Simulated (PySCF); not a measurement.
OY, SMILES [O]=[Y] (connectivity only; charge and spin as stated), neutral, multiplicity 2.

Geometry: PBE0-D3(BJ)/def2-TZVPD. The def2 effective core potentials stand for the cores of Y; spin–orbit coupling is left out.

Method: ωB97X/def2-TZVPD (PySCF).

Computed frontier levels, dipole moment and polarisability:
| Property | Value |
|---|---|
| α spin, highest occupied and lowest empty level | -6.03 and 0.19 eV |
| β spin, highest occupied and lowest empty level | -9.62 and 0.22 eV |
| dipole moment | 4.75 D |
| mean static polarisability | 144.4 bohr³ (21.39 Å³) |
| polarisability, principal values | 108.6, 162.2, 162.2 bohr³ |
| ⟨S²⟩ | 0.750 (pure state 0.75) |
